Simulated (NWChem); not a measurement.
System: GaNH$_{2}$BrCl; SMILES [NH2][Ga]([Cl])[Br]

The following NWChem deck was run.

```
start job
memory heap 200 mb stack 900 mb global 1100 mb
geometry units angstroms noautoz
  Ga    -0.364902     0.444967    -0.011175
  Cl     1.049889     2.074862     0.014733
  Br     0.421572    -1.716748    -0.009903
  N     -2.144464     0.800196     0.113511
  H     -2.804457     0.076573    -0.146562
  H     -2.470727     1.725056    -0.142345
end
basis spherical
  * library def2-svp
end
dft
  xc hfexch
  iterations 150
  mulliken
end
task dft energy
```

Output (shortened):

```
             Northwest Computational Chemistry Package (NWChem) 7.3.0
             --------------------------------------------------------

 C1  symmetry detected

                             Geometry "geometry" -> ""
                             -------------------------

 Output coordinates in angstroms (scale by  1.889725989 to convert to a.u.)

  No.       Tag          Charge          X              Y              Z
 ---- ---------------- ---------- -------------- -------------- --------------
    1 Ga                  31.0000    -0.33822471     0.51096560    -0.02064882
    2 Cl                  17.0000     1.19437740     2.03042589     0.01447580
    3 Br                  35.0000     0.28373588    -1.70352256     0.00695381
    4 N                    7.0000    -2.08767864     0.99951880     0.07579736
    5 H                    1.0000    -2.79642283     0.32533005    -0.18879701
    6 H                    1.0000    -2.34003244     1.94415432    -0.19114300

 Effective nuclear repulsion energy (a.u.)     612.8579525173

  xc_inp: hfexch multiplicative factor not found.

                                 NWChem DFT Module
                                 -----------------

 Summary of "ao basis" -> "ao basis" (spherical)
 ------------------------------------------------------------------------------
       Tag                 Description            Shells   Functions and Types
 ---------------- ------------------------------  ------  ---------------------
 Ga                         def2-svp                12       32   5s4p3d
 Cl                         def2-svp                 8       18   4s3p1d
 Br                         def2-svp                12       32   5s4p3d
 N                          def2-svp                 6       14   3s2p1d
 H                          def2-svp                 3        5   2s1p

            General Information
            -------------------
          SCF calculation type: DFT
          Wavefunction type:  closed shell.
          No. of atoms     :     6
          No. of electrons :    92
           Alpha electrons :    46
            Beta electrons :    46
          Charge           :     0
          Spin multiplicity:     1
          Use of symmetry is: off; symmetry adaption is: off
          Maximum number of iterations: 150
          AO basis - number of functions:   106
                     number of shells:    44
          Convergence on energy requested:  1.00D-06
          Convergence on density requested:  1.00D-05
          Convergence on gradient requested:  5.00D-04

              XC Information
              --------------
                     Hartree-Fock (Exact) Exchange  1.000

      Superposition of Atomic Density Guess
      -------------------------------------

 Sum of atomic energies:       -5009.62792839

      Non-variational initial energy
      ------------------------------

 Total energy =   -5010.554042
 1-e energy   =   -8199.623854
 2-e energy   =    2576.211860
 HOMO         =      -0.355267
 LUMO         =      -0.028840

     ---------------------------------------------
      Total Density - Mulliken Population Analysis
     ---------------------------------------------

    Atom       Charge   Shell Charges
 -----------   ------   -------------------------------------------------------
    1 Ga  31    29.72   2.00  2.00  2.00  0.76  0.08  6.00  5.98  0.52  0.26  8.10  1.83  0.21
    2 Cl  17    17.48   2.00  1.99  1.23  0.72  5.94  2.17  3.42  0.01
    3 Br  35    35.45   2.00  2.00  2.00  1.37  0.58  6.00  5.99  2.38  3.12  8.23  1.73  0.05
    4 N    7     7.84   1.99  1.03  0.47  2.58  1.76  0.01
    5 H    1     0.76   0.59  0.12  0.05
    6 H    1     0.76   0.59  0.12  0.05

   convergence    iter        energy       DeltaE   RMS-Dens  Diis-err
 ---------------- ----- ----------------- --------- --------- ---------
 d= 0,ls=0.0,diis     1  -5010.1193599600 -5.62D+03  6.22D-03  4.04D-01
 d= 0,ls=0.0,diis     2  -5010.1636666503 -4.43D-02  2.14D-03  1.34D-01
 d= 0,ls=0.0,diis     3  -5010.1773637072 -1.37D-02  5.18D-04  3.95D-03
 d= 0,ls=0.0,diis     4  -5010.1779202894 -5.57D-04  1.74D-04  3.35D-04
 d= 0,ls=0.0,diis     5  -5010.1779784294 -5.81D-05  3.99D-05  1.34D-05
  Resetting Diis
 d= 0,ls=0.0,diis     6  -5010.1779816893 -3.26D-06  1.36D-05  1.44D-06
 d= 0,ls=0.0,diis     7  -5010.1779821029 -4.14D-07  5.88D-06  2.28D-07

         Total DFT energy =    -5010.177982102878
      One electron energy =    -8201.065626469965
           Coulomb energy =     2776.270143031498
    Exchange-Corr. energy =     -198.240451181685
 Nuclear repulsion energy =      612.857952517274

 Numeric. integr. density =        0.000000000000

                       DFT Final Molecular Orbital Analysis
                       ------------------------------------

 Vector   44  Occ=2.000000D+00  E=-4.343837D-01
              MO Center= -2.4D-01, -1.8D-01,  2.4D-02, r^2= 5.1D+00
   Bfn.  Coefficient  Atom+Function         Bfn.  Coefficient  Atom+Function
  ----- ------------  ---------------      ----- ------------  ---------------
    67      0.411721  3 Br pz                64      0.354326  3 Br pz
    88     -0.277832  4 N  pz                45     -0.267129  2 Cl pz
    91      0.249550  4 N  pz                61     -0.235949  3 Br pz
    42     -0.179303  2 Cl pz                66      0.107571  3 Br py
    39     -0.105062  2 Cl pz                44      0.098289  2 Cl py

 Vector   45  Occ=2.000000D+00  E=-4.233369D-01
              MO Center=  1.9D-01, -1.3D+00,  1.7D-02, r^2= 2.9D+00
   Bfn.  Coefficient  Atom+Function         Bfn.  Coefficient  Atom+Function
  ----- ------------  ---------------      ----- ------------  ---------------
    65      0.488160  3 Br px                62      0.418780  3 Br px
    59     -0.277833  3 Br px                67     -0.235726  3 Br pz
    64     -0.196826  3 Br pz                66      0.187372  3 Br py
    44      0.172104  2 Cl py                63      0.162116  3 Br py
    61      0.131526  3 Br pz                88     -0.125959  4 N  pz

 Vector   46  Occ=2.000000D+00  E=-4.173978D-01
              MO Center= -8.9D-01, -2.5D-01,  6.1D-02, r^2= 4.5D+00
   Bfn.  Coefficient  Atom+Function         Bfn.  Coefficient  Atom+Function
  ----- ------------  ---------------      ----- ------------  ---------------
    88      0.380106  4 N  pz                67      0.348748  3 Br pz
    91     -0.345853  4 N  pz                64      0.285150  3 Br pz
    65      0.254989  3 Br px                62      0.218291  3 Br px
    61     -0.191066  3 Br pz                59     -0.144927  3 Br px
    86     -0.113573  4 N  px                89      0.098212  4 N  px

 Vector   47  Occ=0.000000D+00  E= 7.630619D-02
              MO Center= -3.4D-01,  4.3D-01, -1.0D+00, r^2= 3.9D+00
   Bfn.  Coefficient  Atom+Function         Bfn.  Coefficient  Atom+Function
  ----- ------------  ---------------      ----- ------------  ---------------
     5      1.022708  1 Ga s                 17     -0.581649  1 Ga pz
    85     -0.401450  4 N  s                 66     -0.327124  3 Br py
    55     -0.287654  3 Br s                 36     -0.247222  2 Cl s
    91      0.210267  4 N  pz                14     -0.206828  1 Ga pz
    67      0.196135  3 Br pz                44      0.187409  2 Cl py

 Vector   48  Occ=0.000000D+00  E= 9.295145D-02
              MO Center= -3.1D-01,  4.2D-01,  9.3D-01, r^2= 4.1D+00
   Bfn.  Coefficient  Atom+Function         Bfn.  Coefficient  Atom+Function
  ----- ------------  ---------------      ----- ------------  ---------------
     5      0.860059  1 Ga s                 17      0.671070  1 Ga pz
    85     -0.529982  4 N  s                 66     -0.324744  3 Br py
    55     -0.274909  3 Br s                 36     -0.242035  2 Cl s
    14      0.232016  1 Ga pz                67     -0.209356  3 Br pz
    45     -0.199684  2 Cl pz                44      0.194987  2 Cl py

 Vector   49  Occ=0.000000D+00  E= 1.687605D-01
              MO Center= -1.3D+00,  6.4D-01, -1.8D-01, r^2= 6.7D+00
   Bfn.  Coefficient  Atom+Function         Bfn.  Coefficient  Atom+Function
  ----- ------------  ---------------      ----- ------------  ---------------
    85      1.293012  4 N  s                 15      0.965688  1 Ga px
    98     -0.556504  5 H  s                103     -0.535471  6 H  s
     4      0.483952  1 Ga s                 44      0.302435  2 Cl py
    66     -0.303604  3 Br py                36     -0.298054  2 Cl s
    55     -0.222148  3 Br s                 16     -0.183999  1 Ga py

     ---------------------------------------------
      Total Density - Mulliken Population Analysis
     ---------------------------------------------

    Atom       Charge   Shell Charges
 -----------   ------   -------------------------------------------------------
    1 Ga  31    30.05   2.00  2.00  2.00  0.76 -0.02  6.00  5.98  0.79  0.29  8.14  1.82  0.30
    2 Cl  17    17.35   2.00  1.99  1.20  0.76  5.94  2.08  3.37  0.01
    3 Br  35    35.36   2.00  2.00  2.00  1.34  0.63  6.00  5.99  2.30  3.09  8.23  1.73  0.06
    4 N    7     7.56   1.99  0.94  0.52  2.37  1.72  0.01
    5 H    1     0.84   0.70  0.09  0.05
    6 H    1     0.84   0.70  0.09  0.05

     -------------------------------------------
      Total Density - Lowdin Population Analysis
     -------------------------------------------

    Atom       Charge   Shell Charges
 -----------   ------   -------------------------------------------------------
    1 Ga  31    30.88   2.00  2.00  1.93  0.58  0.25  5.99  5.84  0.97  0.69  7.88  2.00  0.76
    2 Cl  17    17.02   2.00  1.96  1.01  0.78  5.83  2.21  3.22  0.01
    3 Br  35    35.03   2.00  2.00  1.96  1.07  0.74  5.99  5.82  2.42  3.02  7.88  2.01  0.13
    4 N    7     7.23   1.97  0.69  0.45  2.19  1.90  0.02
    5 H    1     0.92   0.59  0.20  0.13
    6 H    1     0.92   0.59  0.20  0.13

     Multipole analysis of the density
     ---------------------------------

     L   x y z        total         alpha         beta         nuclear
     -   - - -        -----         -----         ----         -------
     0   0 0 0     -0.000000    -46.000000    -46.000000     92.000000

     1   1 0 0     -0.971416     -0.485708     -0.485708      0.000000
     1   0 1 0      0.199893      0.099947      0.099947      0.000000
     1   0 0 1     -0.386429     -0.193214     -0.193214      0.000000

     2   2 0 0    -38.669922   -152.213672   -152.213672    265.757423
     2   1 1 0     -2.241363      0.868357      0.868357     -3.978077
     2   1 0 1      1.825946      0.114778      0.114778      1.596390
     2   0 2 0    -42.256769   -361.498699   -361.498699    680.740629
     2   0 1 1     -0.861200     -0.172186     -0.172186     -0.516829
     2   0 0 2    -38.748648    -19.607995    -19.607995      0.467342
```

Level: Hartree-Fock/def2-SVP. All runs use the structure optimised with B3LYP/6-31G* (spherical d).
